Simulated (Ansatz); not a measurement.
The pair A = HCl (SMILES Cl) (first 2 atoms), B = Si2H6 (SMILES [SiH3][SiH3]); geometry from B3LYP-D3(BJ)/def2-TZVP.
(charge 0, multiplicity 1):
```xyz
10

Cl     1.049     0.644    -0.352
H     -0.004     0.907     0.338
Si     0.965    -0.591     3.359
Si    -1.118     0.468     3.158
H      2.059     0.377     3.114
H      1.067    -1.710     2.396
H      1.092    -1.126     4.737
H     -1.235     1.595     4.114
H     -2.225    -0.488     3.399
H     -1.303     1.026     1.790
```

Correlated levels freeze the cores. MP2 and its Hartree–Fock in aug-cc-pV(T+d)Z are density fitted.

The values were computed with Ansatz (Gaussian basis) for Hartree–Fock, density functionals and correlated methods. Each number belongs to the level named beside it.

The counterpoise-corrected interaction energy is E(AB) − E(A in the pair's basis) − E(B in the pair's basis). Total energies (hartree):

```tsv
level	AB	A in the pair's basis	B in the pair's basis
HF/aug-cc-pV(D+d)Z	-1041.4453986	-460.0948501	-581.3528818
MP2/aug-cc-pV(D+d)Z	-1041.8368059	-460.2581411	-581.5769987
HF/aug-cc-pV(T+d)Z	-1041.4827403	-460.1084745	-581.3765416
MP2/aug-cc-pV(T+d)Z	-1041.9653049	-460.3169986	-581.6458767
CCSD(T)/aug-cc-pV(D+d)Z	-1041.9195434	-460.2807055	-581.6374984
```

Work out the counterpoise-corrected interaction energy at the basis-set limit: extrapolate the MP2 correlation part as X⁻³, take Hartree–Fock from the larger set, and add the CCSD(T) − MP2 difference of aug-cc-pV(D+d)Z.


1. Differences (1 hartree = 627.509 kcal/mol): HF/aug-cc-pV(D+d)Z 1.464; MP2/aug-cc-pV(D+d)Z -1.046; HF/aug-cc-pV(T+d)Z 1.428; MP2/aug-cc-pV(T+d)Z -1.525; CCSD(T)/aug-cc-pV(D+d)Z -0.841.
2. Correlation parts, MP2 less HF: -2.510 in aug-cc-pV(D+d)Z (X = 2), -2.953 in aug-cc-pV(T+d)Z (X = 3).
3. Limit (3³·(-2.953) − 2³·(-2.510))/(3³ − 2³) = -3.139; with HF/aug-cc-pV(T+d)Z it gives -1.711.
4. CCSD(T) less MP2 in aug-cc-pV(D+d)Z: 0.205.
Result: -1.51 kcal/mol, against -1.05 at MP2/aug-cc-pV(D+d)Z. It is an estimate of this method's limit, not of the exact value.

Ansatz is a first-principles code.
